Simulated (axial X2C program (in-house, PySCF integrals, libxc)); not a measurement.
## GaTe⁺: properties at the nuclei

Computed with an axial X2C code built on PySCF integrals: two-component X2C with atomic mean-field Coulomb and Gaunt terms, Gaussian nuclei, basis Te dyall-cv3z, Ga dyall-cv3z with contracted cores.

R = 2.744 Å (near the PBE0 minimum at charge 1 of the determinant lowest at the starting distance; the state shown can have its own minimum elsewhere).

Input and command:
```json
{"zs": [52, 31], "q": 1, "bas": ["dyall-cv3z", "dyall-cv3z"], "r0": 2.45, "levels": ["PBE0", "HF", "PBE50", "PBE", "B3LYP"], "nst": 3}
```
```bash
python soeom.py task.json out
```

Keys: zs atomic numbers; q charge; bas basis sets; r0 starting distance in Å; levels methods; nst determinants followed.

Determinant lowest in the PBE0 search, Ω = 1 (⟨Sz⟩ = 0.64, ⟨Lz⟩ = 0.36 at PBE0), spin on the atoms Te 0.71, Ga -0.06:

```csv
level,Eeff magnitude (GV/cm),Ws magnitude Te (kHz),Ws magnitude Ga (kHz),A∥/gI Te (MHz),qzz Te (a.u.),A∥/gI Ga (MHz),qzz Ga (a.u.)
PBE0,1.35,0.0847,0.691,47,-4.31,-229,-1.63
HF,1.77,0.726,1.33,44.2,-5.50,-46,-1.45
PBE50,1.34,0.265,0.815,77.6,-4.49,-168,-1.57
PBE,1.44,0.0751,0.62,88.4,-3.73,-321,-1.69
B3LYP,1.52,0.0498,0.733,313,-2.49,-293,-1.56
```

Determinant 0.61 eV from it at PBE0 and this distance, Ω = 0 (closed shell), highest spinor 52% Te p, 22% Ga s, 21% Ga p:

| level | qzz Te (a.u.) | qzz Ga (a.u.) |
| --- | --- | --- |
| PBE0 | -9.64 | -1.79 |
| HF | -10.10 | -1.61 |
| PBE50 | -9.76 | -1.73 |
| PBE | -9.55 | -1.85 |
| B3LYP | -9.79 | -1.82 |

Eeff is the effective electric field on the electron electric dipole moment in this Ω state and Ws the scalar–pseudoscalar constant of the nucleus named (defined with the proton number Z and per Ω); A∥ (defined per Ω) follows by multiplying with gI = μI/(I μN); qzz is the electric field gradient, eQq0 = 234.96 MHz × Q/barn × qzz. The operators were transformed with the bare-nucleus X2C matrices; with these basis sets, hyperfine constants and field gradients can be off by tens of per cent, and where levels differ in sign neither size nor sign is settled.

**Question.** With Q(69Ga) = 0.171 barn (Q from Pyykkö, Mol. Phys. 2018), turn the PBE0 values of the first state into constants in MHz.

**Answer.** eQq0(69Ga) = 234.96 × (0.171) × (-1.63) = -65.5 MHz.

Each state is one determinant with collinear spin, which with several unpaired electrons need not be a pure state. Unrestricted Hartree–Fock can overshoot spin polarisation at the nuclei. With several open shells hyperfine constants can be off by a factor of several. Open-shell Ω = 0 determinants with evenly filled partner blocks cannot be reached by this program, so the Ω shown need not be the lowest component. States lie within half an eV, so the first need not be the ground state. The sign of Ws at Te differs between levels in the first state. Further determinants of the search, some of them spin-mixed, are not shown. Where a field gradient or hyperfine factor spreads by more than a factor of two over the levels, a constant derived from it is not to be relied on. PBE0 term energies can be off by some tenths of an eV.
